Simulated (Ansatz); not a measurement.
Gas-phase electronic energies from Ansatz, PBE0-D4/def2-TZVP geometries. CCSD(T)/CBS is the MP2 limit (def2-TZVPP, def2-QZVPP) plus CCSD(T) − MP2 in def2-TZVPP, frozen cores. This one scheme is used for every species. Functionals use def2-TZVPP. Each species was taken in one conformer, which may not be the lowest.

`BB(N)C[SiH3]` + H₂ → `BBN` + `C[SiH3]`  (hydrogenolysis of a B–C bond)

CCSD(T)/CBS gives -12.9 kJ/mol.

(1) Another level gave -30.2 kJ/mol. Which?
A. CAM-B3LYP/def2-TZVPP
B. PBE0/def2-TZVPP
C. CCSD(T)/def2-TZVPP
D. revPBE-D4/def2-TZVPP

Largest T1 diagnostic among the species: 0.013.

Answers

(1) A. CAM-B3LYP -30.2, CCSD(T)/def2-TZVPP -14.6, PBE0 -22.7, revPBE-D4 -5.5 kJ/mol.

At CCSD(T), def2-SVP lies −5.7 kJ/mol from the extrapolated value and def2-TZVPP −1.7 kJ/mol. Leaving LDA and LC-ωPBE aside and taking each functional with its dispersion term where it has one, the values, not all of them listed here, spread over 18.5 kJ/mol, from B2PLYP to revPBE-D4. LDA lies +11.4 kJ/mol from PBE without D4.

CCSD(T)/CBS has its own doubt, a few kJ/mol and more with outer-core shells, so smaller differences from it don't rank the levels.
